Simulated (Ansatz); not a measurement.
`[BH2][InH][F]` + H₂O → `[OH][InH][F]` + BH₃  (formal hydrolysis of the In–B bond)

Program: Ansatz. Geometries: PBE0-D4/def2-TZVP. ΔE: electronic, gas phase. CCSD(T)/CBS adds triple-zeta CCSD(T) − MP2 to the extrapolated MP2 energy (def2 sets, frozen cores). This one scheme is used for every species. DFT in def2-TZVPP. B3LYP here is the variant with VWN-RPA as its local correlation; programs differ in this. def2 core potentials past Kr. For In outer-core shells are correlated without core-valence functions, which leaves a few kJ/mol of doubt a bond. Each species was taken in one conformer, which may not be the lowest.

| level | ΔE (kJ/mol) | difference from CCSD(T)/CBS |
| --- | --- | --- |
| PBE-D4 | -19.3 | 8.8 |
| r2SCAN-D4 | -27.5 | 0.6 |
| PBE0-D4 | -16.9 | 11.2 |
| B3LYP-D4 | -27.4 | 0.7 |
| ωB97X-V | -29.6 | -1.5 |
| B2PLYP | -32.8 | -4.7 |
| PBE | -19.9 | 8.2 |
| PBE0 | -17.4 | 10.7 |
| B3LYP | -28.2 | -0.1 |
| MP2/def2-TZVPP | -30.8 | -2.7 |
| SCS-MP2/def2-TZVPP | -34.3 | -6.2 |
| CCSD/def2-TZVPP | -24.8 | 3.3 |
| MP2/def2-QZVPP | -32.0 | -3.9 |
| SCS-MP2/def2-QZVPP | -35.4 | -7.3 |
| HF/CBS(def2) | -37.1 | -9.0 |
| CCSD/CBS(def2) | -26.2 | 1.9 |
| CCSD(T)/CBS | -28.1 | 0 |

Largest T1 diagnostic among the species: 0.017.

In def2-TZVPP, CCSD(T) changes the Hartree–Fock value by +9.2 kJ/mol (the triples alone add −1.9 kJ/mol) and MP2 by +5.0 kJ/mol.
